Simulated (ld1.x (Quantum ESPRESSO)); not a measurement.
**What the settings do to the ultrasoft potential of O (Z = 8)**

Base potential:

```
Element                 : oxygen
Generator               : ld1.x (Quantum ESPRESSO) 7.5
Type                    : ultrasoft
Functional              : LDA (PZ)
Relativity              : non-relativistic
Frozen core             : [He]
Valence charge          : 6
Reference configuration : 2s1.5 2p4.5
Partial waves           : 2s (bound): rcut 0.60, rcutus 0.80 bohr; 2s channel at 1.15 Ry: rcut 0.60, rcutus 0.80 bohr; 2p (bound): rcut 1.15, rcutus 1.45 bohr; 2p channel at 0.05 Ry: rcut 1.15, rcutus 1.45 bohr; 3d channel at -0.1 Ry: rcut 1.30, rcutus 1.50 bohr; 3d channel at 0.75 Ry: rcut 1.30, rcutus 1.50 bohr
Local potential         : all-electron potential smoothed inside 0.70 bohr (lloc = -2)
Core correction         : none
Augmentation charge     : PSQ, radius 0.45 bohr
```

Cutoffs, loose and tight: the cutoffs (Ry, on a coarse ladder) from which the occupation-weighted sum of valence levels, in a spherical-Bessel basis at the reference potential, stays within 10 and 1 mRy of its value at 400 Ry. They do not see the model core or the augmentation charge, which bear on the density cutoff. Test errors are all-electron minus pseudo excitation energies from the reference, over the configurations 2s2 2p4; 2s2 2p3; 2s2 2p2; 2s1 2p4; 2s2 2p3.5; 2s1 2p5; 2s2 2p4.3 (two spin-polarised tests are not counted in the largest error). A dash means not determined; rows that change the core or the reference have their own tests.

Cutoffs are not given where the Bessel-basis levels miss the radial ones by over 6 mRy, ghosts where they miss by over 20 mRy; a channel whose overlap is not positive is not tested.

A file whose overlap is not positive is unfit for use, and its test errors describe a broken file.

```tsv
change	outcome	cutoff, loose	cutoff, tight	bound ghosts	largest test error (meV)
base	generated, overlap not positive	–	–	not determined (overlap not positive)	+69
augmentation PSQ, radius 0.50 bohr	generated, overlap not positive	–	–	not determined (overlap not positive)	+56
core correction a·sin(br)/r model core inside 0.60 bohr	generated, overlap not positive	–	–	not determined (overlap not positive)	+51
wave 3d channel at 0.75 Ry: rcut 1.30, rcutus 1.50 bohr becomes 3d channel at 2.48 Ry: rcut 1.30, rcutus 1.50 bohr	generated, overlap not positive	–	–	not determined (overlap not positive)	+69
local potential all-electron potential smoothed inside 1.08 bohr (lloc = -2)	generated	45 Ry	70 Ry	none	+70
scalar-relativistic; removed wave 3d channel at 0.75 Ry: rcut 1.30, rcutus 1.50 bohr	generated, overlap not positive	–	–	not determined (overlap not positive)	+68
type PAW; waves now 2s (bound): rcut 0.60, rcutus 0.80 bohr; 2s channel at 1.15 Ry: rcut 0.60, rcutus 0.80 bohr; 2p (bound): rcut 1.15, rcutus 1.45 bohr; 2p channel at 0.05 Ry: rcut 1.15, rcutus 1.45 bohr; 3d channel at -0.1 Ry: rcut 1.30, rcutus 1.50 bohr; local potential all-electron potential smoothed inside 1.30 bohr (lloc = -1); core correction a·sin(br)/r model core, default radius (ld1.x builds one for every PAW set, though the input has nlcc=.false.); augmentation PSQ, inside the norm-conserving radii	generated	45 Ry	70 Ry	none	+0.7
waves 3d channel at -0.1 Ry: rcut 1.30, rcutus 2.00 bohr; 3d channel at 0.75 Ry: rcut 1.30, rcutus 2.00 bohr	generated, overlap not positive	–	–	not determined (overlap not positive)	+69
waves 2p (bound): rcut 1.15, rcutus 1.60 bohr; 2p channel at 0.05 Ry: rcut 1.15, rcutus 1.60 bohr	generated, overlap not positive	–	–	not determined (overlap not positive)	+65
```

(1) What comes out with this change to the base: reference 2s2 2p2?

(2) What comes out with this change to the base: all radii scaled by about 0.86 (s 0.68, p 1.26, d 1.30 bohr, rcut 0.52/1.00/1.12); local potential all-electron potential smoothed inside 0.60 bohr (lloc = -2); augmentation PSQ, radius 0.38 bohr?

(3) What comes out with this change to the base: functional PBEsol?

## Answers

(1) outcome: generated; cutoff, loose: 50 Ry; cutoff, tight: 70 Ry; bound ghosts: none; largest test error (meV): +58 over the solved tests; test run stopped at test 4 of 9 (negative rho).

(2) outcome: generated, overlap not positive; bound ghosts: not determined (overlap not positive); largest test error (meV): +90. A file whose overlap is not positive is unfit for use, and its test errors describe a broken file.

(3) outcome: generated, overlap not positive; bound ghosts: not determined (overlap not positive); largest test error (meV): +112. A file whose overlap is not positive is unfit for use, and its test errors describe a broken file.
